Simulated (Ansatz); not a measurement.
`[OH][GeH2][NH][SiH](O)F` + `F[SiH2]F` → `[OH][GeH2][F]` + `O[SiH](F)N[SiH2]F`  (redistribution)

Gas-phase electronic energies from Ansatz, PBE0-D4/def2-TZVP geometries. CCSD(T)/CBS adds triple-zeta CCSD(T) − MP2 to the extrapolated MP2 energy (def2 sets, frozen cores). This one scheme is used for every species. Functionals use def2-TZVPP. B3LYP here is the variant with VWN-RPA as its local correlation; programs differ in this. For Ge outer-core shells are correlated without core-valence functions, which leaves a few kJ/mol of doubt a bond. Scalar relativity is left out up to krypton. One conformer a species, not always the lowest.

`[OH][GeH2][NH][SiH](O)F`:

Cartesian coordinates in Å:
```
O -0.611 -0.555 1.750
Ge -1.195 -0.915 0.087
N 0.213 -0.458 -0.969
Si 1.188 0.938 -0.774
O 0.804 1.642 0.635
F 2.708 0.456 -0.846
H -1.321 -0.428 2.384
H -1.481 -2.415 -0.077
H -2.438 -0.039 -0.146
H 0.579 -1.209 -1.535
H 1.054 1.951 -1.835
H 0.500 1.033 1.326
```

`F[SiH2]F`:

```xyz
5

F    -1.119    0.534    0.938
Si    0.052    0.016    0.002
F    -0.561   -1.042   -1.008
H     0.572    1.157   -0.773
H     1.056   -0.665    0.841
```

`[OH][GeH2][F]`:

Z-matrix (Å, degrees):
```
Ge
F 1 1.738
O 1 1.761 2 107.6
H 1 1.526 2 107.8 3 114.3
H 1 1.534 2 105.1 3 -119.6
H 3 0.960 1 113.6 2 -67.0
```

`O[SiH](F)N[SiH2]F`:

```xyz
11

O    -0.414   -1.162   -2.217
Si   -0.734    0.017   -1.139
F    -2.312    0.167   -1.219
N    -0.236   -0.392    0.447
Si    0.709    0.529    1.537
F     2.259    0.141    1.439
H     0.480   -1.505   -2.253
H    -0.125    1.318   -1.475
H    -0.524   -1.304    0.777
H     0.297    0.233    2.926
H     0.600    1.957    1.177
```

(1) Is it downhill or uphill in electronic energy at CCSD(T)/CBS, and by how much? (An estimate is asked.)

(2) What do these levels give: r2SCAN-D4, ωB97X-V, ωB97M-V, B2PLYP, r2SCAN, PBE0, B3LYP, CCSD(T)/def2-TZVPP, HF/def2-QZVPP, HF/CBS(def2), MP2/CBS(def2), CCSD/CBS(def2)? (Estimate.)

Largest T1 diagnostic among the species: 0.012.

## Answers

(1) Ansatz gave: Uphill: ΔE = +41.4 kJ/mol.

(2) Computed: r2SCAN-D4 34.8, ωB97X-V 33.8, ωB97M-V 35.6, B2PLYP 35.2, r2SCAN 34.1, PBE0 31.8, B3LYP 30.6, CCSD(T)/def2-TZVPP 41.1, HF/def2-QZVPP 27.5, HF/CBS(def2) 27.4, MP2/CBS(def2) 42.9, CCSD/CBS(def2) 40.1 kJ/mol.

In def2-TZVPP, CCSD(T) changes the Hartree–Fock value by +12.3 kJ/mol (the triples alone add +1.3 kJ/mol) and MP2 by +13.8 kJ/mol. The D4 term adds +5.0 kJ/mol with B3LYP and +2.6 kJ/mol with PBE0; it sums over pairs of atoms, weighted by their polarisabilities, and B3LYP, whose exchange is more repulsive, gets the larger term.
